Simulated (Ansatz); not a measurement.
Consider the formal hydrolysis of a Ti–Cl bond: `[OH][Ti]([OH])([OH])[Cl]` + H₂O → `[OH][Ti]([OH])([OH])[OH]` + HCl.

Program: Ansatz. Geometries: PBE0-D4/def2-TZVP. ΔE: electronic, gas phase. CCSD(T)/CBS adds triple-zeta CCSD(T) − MP2 to the extrapolated MP2 energy (def2 sets, frozen cores). This one scheme is used for every species. Functionals use def2-TZVPP. For Ti outer-core shells are correlated without core-valence functions, which leaves a few kJ/mol of doubt a bond. Scalar relativity is left out up to krypton. Each species was taken in one conformer, which may not be the lowest.

| level | ΔE (kJ/mol) | difference from CCSD(T)/CBS |
| --- | --- | --- |
| PBE | 35.9 | -3.4 |
| revPBE | 36.2 | -3.1 |
| r2SCAN | 38.5 | -0.8 |
| RPA@PBE/def2-TZVPP | 31.0 | -8.3 |
| HF/def2-SVP | 30.6 | -8.7 |
| MP2/def2-TZVPP | 41.1 | 1.8 |
| SCS-MP2/def2-TZVPP | 36.3 | -3.0 |
| CCSD(T)/def2-TZVPP | 34.8 | -4.5 |
| HF/CBS(def2) | 36.7 | -2.6 |
| MP2/CBS(def2) | 45.5 | 6.2 |
| CCSD(T)/CBS | 39.3 | 0 |

Largest T1 diagnostic among the species: 0.024, so the coupled-cluster value is less sure than usual.

At CCSD(T), def2-SVP lies −12.1 kJ/mol from the extrapolated value and def2-TZVPP −4.5 kJ/mol. From BLYP to BHLYP (50 % exact exchange), in def2-TZVPP and without D4, ΔE moves by +4.2 kJ/mol. Leaving LDA and LC-ωPBE aside and taking each functional with its dispersion term where it has one, the values, not all of them listed here, spread over 10.6 kJ/mol, from CAM-B3LYP-D4 to PBE-QIDH.
